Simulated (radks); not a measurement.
All-electron atom: the nickel ion Ni18+ in [Ne].

Method: scalar-relativistic Kohn-Sham, r2SCAN, spin-unpolarised, spherical densities, finite nucleus; meta-GGA in the generalised Kohn-Sham scheme; Fermi nuclear charge, rms radius 3.7757 fm; computed with a radial shooting solver on a logarithmic mesh with Libxc functionals.

Energy parts (hartree):
part                       energy
total                 -1350.57775
kinetic                1371.80617
electron-nucleus      -2937.92203
Hartree                 260.21395
exchange-correlation    -44.67584

Orbitals (lengths in bohr, moments of r in powers of bohr; <r^-3> diverges for s and p1/2):
\begin{tabular}{lrrrrrr}
orbital & occ. & eigenvalue (hartree) & <1/r> & <r^4> & <r^-3> & <r^2> \\ \hline
1s & 2 & -327.8564 & 28.10 & 0.00003978 & - & 0.003931 \\
2s & 2 & -60.11687 & 6.190 & 0.007834 & - & 0.06783 \\
2p & 6 & -55.17626 & 6.057 & 0.005741 & 647.7 & 0.05404 \\
3s & 0 & -22.45538 & 2.423 & 0.2533 & - & 0.4158 \\
3p & 0 & -20.98812 & 2.355 & 0.2482 & 148.9 & 0.4042 \\
3d & 0 & -19.11400 & 2.231 & 0.1786 & 21.38 & 0.3269 \\
\end{tabular}

The highest occupied level is 2p at -1501.4 eV. Summed over all electrons, <r^2> = 0.4677 bohr^2, which gives a Langevin (diamagnetic) susceptibility term of -0.37 x 10^-6 cm^3/mol. The electron density at the nucleus is 1.958e+04 e/bohr^3 (large components only).
